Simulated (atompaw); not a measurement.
# Building the PAW (atompaw) potential for Lu (PBEsol, scalar-relativistic).

| Item | Value |
| --- | --- |
| Element | Lu |
| Generator | atompaw 4.2.0.5 |
| Type | PAW |
| Functional | PBEsol |
| Relativity | scalar-relativistic |
| Frozen core | [Kr] 4d10 4f14 |
| Valence charge | 11 |
| Reference configuration | 5s2 5p6 5d1 6s2 6p0 |
| Partial waves | 5s (bound): rc 1.90 bohr; 6s (bound): rc 2.05 bohr; 5p (bound): rc 1.80 bohr; 6p (bound, empty): rc 2.45 bohr; 5d (bound): rc 2.80 bohr; 5d channel at 3.15 Ry: rc 2.80 bohr |
| Local potential | ultrasoft scheme with l = 3 at 0 Ry, radius 2.65 bohr |
| Core correction | smooth core density matched at 1.45 bohr |
| Augmentation charge | sinc compensation charge, radius 2.10 bohr; PAW radius 2.80 bohr; waves and projectors: custom polynom2 7 10 vanderbiltortho |

- Cutoffs needed: 21 Ry and 35 Ry (the cutoffs (Ry, on a coarse ladder) from which the occupation-weighted sum of valence levels, in a spherical-Bessel basis at the reference potential, stays within 10 and 1 mRy of its value at 400 Ry)
- Ghost test: no extra level below or beside the all-electron valence levels (s, p, d, f tested) (spherical-Bessel basis up to 400 Ry, 20 bohr box)
- Lowest eigenvalue of the overlap operator: 0.43 (p channel)
- Overlap eigenvalues printed by atompaw (projector basis): 0.436, 0.481, 1.34, 7.83, 1.77e+03, 5.37e+04
- Share of each valence orbital outside the PAW sphere: 5s 0 %, 6s 72 %, 5p 1 %, 6p 93 %, 5d 43 %
